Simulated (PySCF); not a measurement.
**Correlation energy of Al (aluminium, neutral)**

[Ne] 3s2 3d1, 2D determinant (an excited configuration). All numbers are calculated (PySCF 2.14, the spin-free X2C one-electron Hamiltonian (Gaussian nucleus), in dyall-av3z (19s12p3d2f, 84 functions)). Frozen: [Ne]; 3 electrons correlated; the 22 highest virtual orbitals of each spin left out.

```json
{"level": "CCSD", "correlation energy (mhartree)": "-57.34"}
{"level": "(T)", "correlation energy (mhartree)": "-4.82"}
{"level": "CCSD(T)", "correlation energy (mhartree)": "-62.16"}
```

Diagnostics: T1 = 0.067, D1 = 0.1631, largest double amplitude 0.314.

The outer electron is Rydberg-like, and this basis confines it to a smaller radius and binds it less than a complete one would. T1 exceeds 0.03, a sign that the reference determinant is poor. A double-excitation amplitude exceeds 0.15, a sign of near-degeneracy.

Cost of the coupled-cluster step: roughly 11 core-seconds, for 3 correlated electrons.
